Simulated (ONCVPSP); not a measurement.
## Br, ONCV: configuration errors across variants

ONCVPSP 4.0.1 input, shortened (lines: element, Z, core and valence counts, functional; n l f; lmax; l rc ep ncon nbas qcut; lloc lpopt rc5 dvloc0; l nproj debl; icmod fcfact rcfact), PBE, scalar-relativistic:

```
  Br 35.00    6    2        4      upf
    1    0    2.00
    2    0    2.00
    2    1    6.00
    3    0    2.00
    3    1    6.00
    3    2   10.00
    4    0    2.00
    4    1    4.00
    1
    0    1.20    0.00    3    7    6.50
    1    1.45    0.00    4    8    6.80
    4    5    1.20    0.00
    0    2    3.50
    1    3    1.40
    1    0.75    0.00
```

All-electron excitation energies from the reference (eV): (1) 4s2 4p5 -12.554; (2) 4s2 4p3 22.761; (3) 4s2 4p2 56.743; (4) 4s1 4p6 -0.183.

3 further variants failed, have other tests or too few solved ones, and are left out.

A true bound ghost makes a file unfit for plane-wave use even where its test errors are small: the radial tests pick states by their node count and pass the ghost by.

Errors AE − PS in meV (a dash: test not solved or not reliable):

```csv
change,(1),(2),(3),(4),bound ghosts,GHOST(+) flags above zero
base,+1.0,-6.8,-28,-5.6,"s, p",p
p: nbas 9,+1.1,-6.8,-27,-5.7,"s, p",p
"core correction polynomial model core, fcfact 1.26",+1.0,-6.9,-28,-5.6,"s, p",p
"local potential polynomial inside 1.05 bohr (lpopt 4, dvloc0 1 Ha)",+1.0,-6.9,-28,-5.6,"s, p",p
s: debl 1.8,+1.0,-6.9,-28,-5.6,"s, p",p
p: qcut 10.2,+0.8,-7.6,-32,-3.6,"s, p",none
```

Question: Give the same row for: s: qcut 7.1; p: qcut 7.4.

Answer: +1.0, -6.8, -28, -5.4; bound ghosts: s, p; GHOST(+) flags above zero: p.
